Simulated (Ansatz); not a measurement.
Clusters of 5 atoms, chalcogenide: r2SCAN-D4/def2-TZVP single points in Ansatz on relaxed structures, gas phase. Each cluster is the lowest isomer that a short search found in that spin, judged at the geometry's level, and lower ones may exist. Core potentials for Au, In, Nb, Pd, Te, no spin–orbit coupling. HOMO and LUMO are taken over both spins. Binding counts from free atoms in the multiplicity of their measured ground term, without zero-point energy. Singlets are spin-restricted. A dash marks a value that wasn't run or was left out as unsound. The structures are stationary points that may keep the symmetry of their start. Remarks come from the PBE and PBE0 runs and from stability tests at other levels; not every state was tested.

```csv
species,atoms,state,geometry,HOMO (eV),LUMO (eV),gap (eV),binding per atom (eV),lowest of the spins relaxed,point group (within 0.1 Å),remarks
In2Se3,5,singlet,B3LYP-D4/def2-SVP,-5.00,-2.78,2.23,2.39,"singlet, of singlet/triplet/quintet",Cs,–
Cu3S2,5,doublet,r2SCAN-D4/def2-SVP,-5.02,-4.30,0.71,2.67,–,D3h,–
Fe3S2,5,singlet,B3LYP-D4/def2-SVP,-4.33,-3.84,0.49,2.08,–,Cs,restricted SCF unstable in HF
Ti2S3,5,singlet,PBE-D4/def2-SVP,-4.95,-3.14,1.81,–,–,D3h,restricted SCF unstable in HF
Pd2Se3,5,singlet,PBE-D4/def2-SVP,-5.40,-5.23,0.17,2.54,–,–,restricted SCF unstable in HF
Ti2Te3,5,singlet,PBE-D4/def2-SVP,-4.87,-3.69,1.19,–,–,D3h,restricted SCF unstable in HF
NbS4,5,doublet,PBE0-D4/def2-SVP,-5.09,-3.72,1.37,3.60,"doublet, of doublet/quartet",Cs,–
Te2Au3,5,doublet,PBE-D4/def2-SVP,-5.03,-4.38,0.65,1.93,–,D3h,–
```

The gap (eV) runs from 0.17 (Pd2Se3) to 2.23 (In2Se3).
